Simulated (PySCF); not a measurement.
# Relaxation of singlet ITiN

These are results of PBE0/[Ti def2-TZVP, N def2-TZVP, I def2-TZVP with ECP28], scalar-relativistic core potentials, density fitting, no spin–orbit coupling, PySCF, not measurements. A (50,194) grid was used.

A hand-made linear start, of C∞v symmetry, held to at least that symmetry:

```xyz
3
charge 0 multiplicity 1, angstrom
Ti    0.0000    0.0000   -1.6763
N     0.0000    0.0000   -3.4463
I     0.0000    0.0000    1.0137
```

Task: What forces act on the atoms at the start (eV/Å)?

Result: 
```json
{"atom": "Ti1", "Fx": "0.00", "Fy": "0.00", "Fz": "-7.38"}
{"atom": "N2", "Fx": "0.00", "Fy": "0.00", "Fz": "7.44"}
{"atom": "I3", "Fx": "0.00", "Fy": "0.00", "Fz": "-0.06"}
```

Task: What does it relax to?

Result: It ends at C∞v with Ti–I 2.716 Å, Ti–N 1.542 Å; I–Ti–N 180.0°. A frequency run shows 2 imaginary modes (one degenerate set), down to 131i cm⁻¹, so it is a higher-order saddle point. Other isomers or separated fragments may lie lower.

Task: How much energy is released, and in how many steps?

Result: 98.9 kJ/mol in 5 steps.

The relaxation took roughly 40 core-seconds on a shared host.
